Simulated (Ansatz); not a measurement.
Start from `[O]=[V]([OH])([Cl])[Cl]` and change one atom or group to get `[O]=[V]([OH])([OH])[Cl]`.

Ansatz, PBE0-D4/def2-TZVP geometries, multiplicity 1. Each molecule was computed in one conformer, which needn't be the lowest.

Scalar relativity is left out up to krypton.

| property | `[O]=[V]([OH])([Cl])[Cl]` |
| --- | --- |
| LUMO energy (ωB97M-V/def2-TZVPP) / eV | -1.62 |
| HOMO–LUMO gap (PBE/def2-TZVPP) / eV | 3.39 |
| HOMO–LUMO gap (ωB97M-V/def2-TZVPP) / eV | 9.91 |
| size of the dipole moment (ωB97M-V/def2-TZVPP) / D | 2.25 |
| HOMO energy (B3LYP/def2-TZVPP) / eV | -9.08 |
| ideal-gas entropy at 298 K and 1 bar (rigid rotor, harmonic PBE0-D4/def2-TZVP) / J/(mol·K) | 345 |

(1) What does the change do to each property? (Best estimate.)

Results:

(1) Computed: 
| property | `[O]=[V]([OH])([OH])[Cl]` | shift |
| --- | --- | --- |
| LUMO energy (ωB97M-V/def2-TZVPP) / eV | -0.81 | 0.81 |
| HOMO–LUMO gap (PBE/def2-TZVPP) / eV | 3.80 | 0.41 |
| HOMO–LUMO gap (ωB97M-V/def2-TZVPP) / eV | 10.56 | 0.65 |
| size of the dipole moment (ωB97M-V/def2-TZVPP) / D | 2.35 | 0.10 |
| HOMO energy (B3LYP/def2-TZVPP) / eV | -8.85 | 0.23 |
| ideal-gas entropy at 298 K and 1 bar (rigid rotor, harmonic PBE0-D4/def2-TZVP) / J/(mol·K) | 340 | -5 |

With PBE0 the HOMO rises by 0.22 eV and the LUMO rises by 0.75 eV, so the gap widens by about 0.53 eV. PBE moves the HOMO by 0.27 eV and ωB97M-V by 0.15 eV. The zero-point energy changes by 31.8 kJ/mol with +3 modes. Dipoles are sizes alone; their direction can turn.

B3LYP here is the variant with VWN-RPA as its local correlation; programs differ in this.
